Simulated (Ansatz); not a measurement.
FSn (SMILES [F][Sn+]), charge +1, singlet, geometry from GFN2-xTB (such geometries of metal compounds can be far from the true shape) (core potentials on Sn).

Ansatz (a quantum-chemistry and plane-wave program) was given this input:
Ansatz 0.2 input:
```yaml
crystal:
  periodic: [false, false, false]
  atoms:
    - {symbol: Sn, position_ang: [-0.00000000, -0.00000000, -0.31245265]}
    - {symbol: F, position_ang: [0.00000000, 0.00000000, 1.73584808]}
basis:
  gaussian:
    orbitals: def2-TZVP
hamiltonian:
  xc: hf
total_charge: 1
```

Q: What does this run give for the total energy, number of basis functions?

A: 
```yaml
total_energy: -312.5985 Eh
number_of_basis_functions: 81
```
